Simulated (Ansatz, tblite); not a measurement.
Cost and result up the ladder for WO3 (4 atoms). The state is a singlet with charge 0. Geometry: PBE-D4/def2-TZVP.

```xyz
4

W     0.241   -0.387   -0.207
O     0.028   -0.574    1.506
O    -1.348   -0.158   -0.870
O     1.079    1.118   -0.429
```

Ansatz on 4 threads of Arm Neoverse N1 on a shared host; xTB runs through tblite on one thread. Times are rough, summed over both states, and most runs start from the orbitals of an earlier one. No level here is sound enough to serve as a yardstick. The other state is a doublet.

In the def2 sets W takes a core potential; there is no spin–orbit coupling. The xTB rows come from tblite.

Run but left out: HF/def2-TZVPP, MP2/def2-TZVPP, CCSD/def2-TZVPP, CCSD(T)/def2-TZVPP (flagged by the program: large difference).

Raw xTB energies of ions are shifted by several eV.

```
                          level  functions  wall time  vertical IE (eV)                                  remarks
                       GFN1-xTB         21    0.008 s             16.04                                        –
                       GFN2-xTB         21     0.01 s             15.78                                        –
               PBE-D4/def2-TZVP        133      4.4 s             10.80                                        –
PBE0-D4/def2-TZVP (with forces)        133       11 s             11.09  restricted SCF unstable in HF (singlet)
            r2SCAN-D4/def2-TZVP        133       19 s             10.91  restricted SCF unstable in HF (singlet)
```
